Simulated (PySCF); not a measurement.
# AuBr: one state, many levels of theory

State: ¹Σ⁺ (singlet), closed shell. Set-up: basis Au def2-TZVPP with ECP60, Br def2-TZVPP; scalar-relativistic core potentials; PySCF 2.14. De refers to Au (5d10 6s1) + Br in their high-spin ground configurations, without counterpoise correction. A positive dipole means Au(−)Br(+).

| Level | Re (Å) | ωe (cm⁻¹) | De (eV) | μ (D) |
| --- | --- | --- | --- | --- |
| RHF | 2.423 | 233 | n/a | -5.54 |
| RHF-MP2 | 2.295 | 284 | n/a | n/a |
| RHF-SCS-MP2 | 2.319 | 273 | n/a | n/a |
| RHF-CCSD | 2.344 | 262 | 2.50 | n/a |
| RHF-CCSD(T) | 2.340 | 262 | 2.64 | n/a |
| PBE | 2.353 | 248 | 2.81 | -2.87 |
| BLYP | 2.392 | 233 | 2.55 | -2.79 |
| TPSS | 2.353 | 250 | 2.79 | -3.09 |
| r²SCAN | 2.336 | 259 | 2.83 | -3.19 |
| PBE0 | 2.346 | 255 | 2.67 | -3.55 |
| M06-2X | 2.377 | 237 | 2.41 | -4.16 |
| ωB97X | 2.359 | 255 | 2.67 | -4.11 |
| B2PLYP | 2.351 | 255 | 2.59 | -4.16 |

The bond length runs from 2.295 Å (RHF-MP2) to 2.423 Å (RHF). De spans 2.41 eV (M06-2X, hybrid meta-GGA) to 2.83 eV (r²SCAN, meta-GGA).

Correlated steps freeze 9 core orbitals. These are scalar-relativistic numbers at best; spin–orbit coupling would shift them, the dissociation energy most. Where the molecule has an RHF reference, its open-shell atoms are computed with UHF. B2PLYP dipoles, levels and charges come from its SCF part alone. The CCSD T1 diagnostic is raised, a sign that a single reference may not be enough here.

The whole job (state search and all levels along the bond) took about 13 min on 2 threads of Arm Neoverse V1 (shared host), peak memory 3.1 GiB.
